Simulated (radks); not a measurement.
Minus the highest occupied eigenvalue as an estimate of the ionisation energy, Eu40+ to Eu59+. The LB94 potential has the -1/r tail that LDA and GGA lack but no energy functional. Method: non-relativistic Kohn-Sham, LB94 model potential, spin-polarised, spherical densities, point nucleus; open shells are filled with parallel spins first (spin-orbit coupling, left out, can overturn this in heavy ions); relativity is left out, which matters for an element this heavy; computed with a radial shooting solver on a logarithmic mesh with Libxc functionals.

species,configuration,HOMO,-e(HOMO) (eV),<r> (bohr),"IE, NIST (eV)",kind
Eu40+,[Ar] 3d5,3d up,3029.4,0.210,3022,theory
Eu41+,[Ar] 3d4,3d up,3137.7,0.208,3168,theory
Eu42+,[Ar] 3d3,3d up,3247.3,0.206,3279,theory
Eu43+,[Ar] 3d2,3d up,3357.9,0.204,3398,theory
Eu44+,[Ar] 3d1,3d up,3469.6,0.202,3510,theory
Eu45+,[Ar],3p,3778.4,0.232,3823,theory
Eu46+,[Ne] 3s2 3p5,3p down,3876.7,0.231,3921,theory
Eu47+,[Ne] 3s2 3p4,3p down,3975.4,0.229,4031,theory
Eu48+,[Ne] 3s2 3p3,3p up,4090.8,0.228,4131,theory
Eu49+,[Ne] 3s2 3p2,3p up,4191.7,0.227,4400,theory
Eu50+,[Ne] 3s2 3p1,3p up,4293.0,0.225,4513,theory
Eu51+,[Ne] 3s2,3s,4499.6,0.237,4729,theory
Eu52+,[Ne] 3s1,3s up,4601.6,0.236,4838,theory
Eu53+,[Ne],2p,10764.1,0.0853,10880,theory
Eu54+,[He] 2s2 2p5,2p down,11029.8,0.0847,11153,theory
Eu55+,[He] 2s2 2p4,2p down,11293.7,0.0841,11457,theory
Eu56+,[He] 2s2 2p3,2p up,11626.8,0.0835,11739,theory
Eu57+,[He] 2s2 2p2,2p up,11901.1,0.0829,12718,theory
Eu58+,[He] 2s2 2p1,2p up,12173.3,0.0824,13050,theory
Eu59+,[He] 2s2,2s,12561.1,0.0976,13462,theory

Reference values: NIST Atomic Spectra Database (exp. = measured, semi-emp. = semi-empirical, theory = theoretical value adopted there). Relativity is left out here, which matters for elements this heavy. Open shells are spherical and high-spin; term and fine-structure splittings are not resolved. For the highly charged ions the gap to NIST does not measure LB94 alone. Relativity, which these runs lack, binds the s electron of Eu59+ more strongly by about 860 eV (Dirac minus Schroedinger energy of a one-electron ion with the same level; inner penetration adds to it), while NIST minus -e(HOMO) is 900.94 eV. Steps in the NIST column where removal passes from j = l + 1/2 to j = l - 1/2 have no counterpart in these runs.
